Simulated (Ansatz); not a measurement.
Correlation energies of CH9BSi3 (`[SiH3][SiH2]B1C[SiH2]1`) by basis set

Cartesian coordinates in Å:
```
Si 2.284 0.678 -1.443
Si 0.574 1.285 0.043
B -0.513 -0.337 0.356
C -0.922 -1.137 1.543
Si -2.297 -0.941 0.074
H 1.706 0.157 -2.711
H 3.147 1.848 -1.762
H 3.136 -0.386 -0.844
H 1.205 1.835 1.279
H -0.218 2.371 -0.601
H -0.758 -0.805 2.567
H -1.148 -2.208 1.517
H -2.734 -2.339 -0.132
H -3.462 -0.019 0.115
```

Total charge 0; spin multiplicity 1. Geometry: relaxed with PBE0-D4/def2-TZVP. It is one conformer, not always the lowest. Frozen core, restricted reference, the Gaussian-basis code of Ansatz. CBS rows extrapolate triple and quadruple zeta; past MP2 they add the triple-zeta difference.

```
     basis     HF (Eh)  MP2 corr.  CCSD corr.       (T)  CCSD(T) total
  def2-SVP  -934.17948   -0.52650    -0.60688  -0.02171     -934.80807
def2-TZVPP           ?          ?    -0.72297         ?              ?
def2-QZVPP  -934.58539   -0.69028           –         –              –
 CBS(def2)  -934.58942   -0.72242           ?     as TZ              ?
```

**Question.** Fill in the withheld values. (Estimate.)

**Answer.** Ansatz gave: def2-TZVPP HF (Eh): -934.55611; def2-TZVPP MP2 corr.: -0.64689; def2-TZVPP (T): -0.03184; def2-TZVPP CCSD(T) total: -935.31092; CBS(def2) CCSD corr.: -0.79850; CBS(def2) CCSD(T) total: -935.41976.
